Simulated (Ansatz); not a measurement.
`N[Si](F)([SiH3])Cl` + NH₃ → `N[Si](N)([SiH3])Cl` + H–F at 400 K and 1 bar (ligand exchange at the Si–F bond).

Computed with Ansatz on PBE0-D4/def2-TZVP structures; ΔE is electronic, products minus reactants. CBS: MP2 limit from def2 TZ/QZ plus the TZ coupled-cluster correction, frozen cores. This one scheme is used for every species. Each species was taken in one conformer, which may not be the lowest.

```
             species  CCSD(T)/CBS energy (Eh)  H − E (kJ/mol)  S (J/(mol·K))
`N[Si](F)([SiH3])Cl`              -1195.59251           186.2          420.5
                 NH₃                -56.50880           104.2          203.1
`N[Si](N)([SiH3])Cl`              -1151.67651           252.2          432.1
                 H–F               -100.39570            36.5          182.2
```

H − E and S are ideal-gas, rigid-rotor, harmonic terms from PBE0-D4/def2-TZVP, for one conformer and one mirror image of each species. 1 Eh = 2625.50 kJ/mol, R = 8.31446 J/(mol·K).

Task: By hand: ΔE, ΔH, ΔS and ΔG.

Result: ΔE = (-1151.67651) + (-100.39570) − (-1195.59251) − (-56.50880) = 0.02910 Eh = 76.4 kJ/mol. Δ(H − E) = 252.2 + 36.5 − 186.2 − 104.2 = -1.7, so ΔH = 74.7 kJ/mol. ΔS = 432.1 + 182.2 − 420.5 − 203.1 = -9.3 J/(mol·K). ΔG = 74.7 − 400 × (-9.3)/1000 = 78.4 kJ/mol.

Task: By hand: the equilibrium constant, and the temperature at which ΔG would vanish if ΔH and ΔS stayed fixed.

Result: log₁₀ K = −ΔG/(RT ln 10) = -10.2. ΔH and −TΔS have one sign here, so there is no such temperature.

The number of gas molecules stays the same, so ΔS is small and ΔH decides. A doubt of 5 kJ/mol in ΔE shifts log₁₀ K by 0.7 here. Other conformers and mirror images would add mixing entropy, several J/(mol·K) or more a flexible species. These are equilibria of isolated gas molecules and say nothing of rates. Largest T1 diagnostic: 0.011 (customary marks: 0.02 for closed shells, 0.045 for open ones).

ΔS is within the doubt of such terms, so its sign, and with it that verdict, could turn.
